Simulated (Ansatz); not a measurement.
Calculated with Ansatz (gas phase, PBE0-D4/def2-TZVP geometries, no zero-point term in ΔE). CBS: MP2 limit from def2 TZ/QZ plus the TZ coupled-cluster correction, frozen cores. Functionals use def2-TZVPP. HSE06 is defined as in plane-wave codes. Elements past krypton have def2 core potentials. For Ge, In, Te outer-core shells are correlated without core-valence functions, which leaves a few kJ/mol of doubt a bond. Scalar relativity is left out up to krypton.

Consider the cleavage of the In–B bond: `[InH2][BH][TeH]` + `C[NH][GeH3]` → `C[N]([GeH3])[InH2]` + `B[TeH]`.

CCSD(T)/CBS gives -32.0 kJ/mol.

**Question.** Another level gave -23.9 kJ/mol. Which?
A. LC-ωPBE/def2-TZVPP
B. r2SCAN/def2-TZVPP
C. HSE06/def2-TZVPP
D. B2PLYP/def2-TZVPP

**Answer.** B. r2SCAN -23.9, LC-ωPBE -18.8, HSE06 -14.1, B2PLYP -30.1 kJ/mol.

**Question.** What do rigid-rotor, harmonic-oscillator terms from PBE0-D4/def2-TZVP frequencies (298.15 K, 1 bar) make of the CCSD(T)/CBS value? (An estimate is asked.)

**Answer.** Computed: ΔZPE = -6.0 kJ/mol, ΔH = -38.2 kJ/mol, ΔS = -13 J/(mol·K), ΔG = -34.3 kJ/mol.

Largest T1 diagnostic among the species: 0.016.

Leaving LDA and LC-ωPBE aside and taking each functional with its dispersion term where it has one, the values, not all of them listed here, spread over 15.2 kJ/mol, from BLYP-D4 to HSE06-D4. LDA lies −4.7 kJ/mol from PBE without D4. The D4 term adds −5.0 kJ/mol with B3LYP and −2.8 kJ/mol with PBE0; it sums over pairs of atoms, weighted by their polarisabilities, and B3LYP, whose exchange is more repulsive, gets the larger term.

B3LYP here is the variant with VWN-RPA as its local correlation; programs differ in this.
